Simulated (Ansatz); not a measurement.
Cost against result

Saddle point of AlH$_{6}$O$_{4}$F, singlet (AlH₄O₃F ([OH][Al]([OH])([OH2])[F]) + H₂O → AlH₄O₃F ([OH][Al]([OH])([OH2])[F]) + H₂O; bonds formed: O2–H7, O8–H12; bonds broken: O3–H12, H7–O8), PBE0-D4/def2-TZVP structure:

Al1  (-0.473, -0.448, 0.823)
O2  (1.190, -0.610, 0.136)
O3  (-1.001, 0.802, -0.377)
O4  (-1.217, -1.977, 0.699)
H5  (1.562, 1.849, -1.354)
F6  (-0.512, 0.303, 2.311)
H7  (1.315, 0.229, -0.828)
O8  (1.047, 1.062, -1.555)
H9  (1.498, -1.504, -0.024)
H10  (-1.616, 1.487, -0.118)
H11  (-1.788, -2.319, 1.382)
H12  (-0.004, 1.127, -1.095)
(Å)

Barriers are electronic and count from the start structure reached by relaxing down the imaginary mode.

Computed with Ansatz 0.2.0 (basis: as named in each row); correlated methods freeze the cores. B3LYP uses VWN-RPA correlation. Extrapolation: Hartree–Fock as exp(−7.88 √X), correlation as X^−2.97.

Times are rough, for one single point on 8 threads of a shared host (Arm Neoverse V2).

The estimate by CCSD(T) at an estimated basis limit (MP2 extrapolated from triple and quadruple zeta, plus CCSD(T) − MP2 in triple zeta) is 6.92 kcal/mol.

```
      method       basis  time (s)  barrier (kcal/mol)  method less estimate
          HF      STO-3G   under 1               -6.14                -13.06
      PBE-D4      STO-3G   under 1              -24.28                -31.20
       SPW92    def2-SVP   under 1               -3.75                -10.68
    B3LYP-D4       6-31G   under 1               -1.19                 -8.11
      PBE-D4    def2-SVP   under 1                0.79                 -6.14
     PBE0-D4    def2-SVP   under 1                2.58                 -4.34
       SPW92  def2-TZVPP   under 1               -1.66                 -8.58
      PBE-D4  def2-TZVPP         1                2.83                 -4.09
     BLYP-D4  def2-TZVPP         1                4.48                 -2.45
    B3LYP-D4  def2-TZVPP         2                5.45                 -1.47
    BHLYP-D4  def2-TZVPP         2                7.48                  0.56
     PBE0-D4  def2-TZVPP         2                4.36                 -2.57
CAM-B3LYP-D4  def2-TZVPP         2                5.17                 -1.75
   r2SCAN-D4  def2-TZVPP         2                3.36                 -3.56
     wB97M-V    def2-SVP         2                4.24                 -2.69
  r2SCAN0-D4  def2-TZVPP         3                4.57                 -2.35
    PBE-QIDH  def2-TZVPP         3                5.46                 -1.46
      B2PLYP  def2-TZVPP         3                5.98                 -0.95
  RPA on PBE  def2-TZVPP         4                6.16                 -0.76
     wB97X-V  def2-TZVPP         4                5.81                 -1.11
      B97M-V  def2-TZVPP         5                7.08                  0.16
     wB97M-V  def2-TZVPP         5                6.29                 -0.63
     CCSD(T)    def2-SVP         6                6.00                 -0.93
         MP2  def2-QZVPP        14                5.76                 -1.17
     CCSD(T)  def2-TZVPP       200                6.57                 -0.35
```

All methods are single points on the PBE0-D4 structures; a negative value means that the method puts the saddle structure below the start.

No T1 diagnostic of these runs exceeds 0.011.

Labels in which every atom is bracketed show which atoms are joined, not bond orders.
